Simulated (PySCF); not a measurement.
System: chloro(propoxy)silane, C3H9ClOSi (charge 0, singlet). SMILES: C(C)CO[SiH2]Cl
Geometry from a B3LYP-D3(BJ)/def2-TZVP (Ansatz) optimisation:
```
C
H 1 1.0945
H 1 1.0966 2 107.74
O 1 1.4299 2 109.09 3 -119.02
C 1 1.5156 2 110.48 3 120.59
H 5 1.0927 1 108.46 2 62.81
H 5 1.0929 6 106.79 1 -116.95
C 5 1.5261 6 110.41 7 -120.06
H 8 1.0905 5 110.98 6 58.94
H 8 1.0925 9 107.67 5 122.05
H 8 1.0926 9 107.65 10 115.85
Si 4 1.6274 1 125.20 2 68.36
H 12 1.4694 4 107.00 1 179.50
H 12 1.4773 13 113.03 4 123.00
Cl 12 2.0716 13 108.52 14 117.13
```

Dispersion corrections to the total energy (kcal/mol) from the dftd3 and dftd4 libraries through PySCF: D3(BJ) without and D4 with the three-body term, each with the damping fitted for the functional named.

```tsv
functional	D3(BJ)	D4
B3LYP	(withheld)	-11.82
BHLYP	-10.38	-8.71
PBE0	-6.71	-6.30
BLYP	-16.17	-16.24
TPSSh	-8.95	-9.12
revPBE	(withheld)	-23.38
BP86	-12.23	(withheld)
```

**Question.** What belongs in the gaps?

**Answer.** 
- B3LYP, D3(BJ): -13.23
- revPBE, D3(BJ): -19.15
- BP86, D4: -9.93
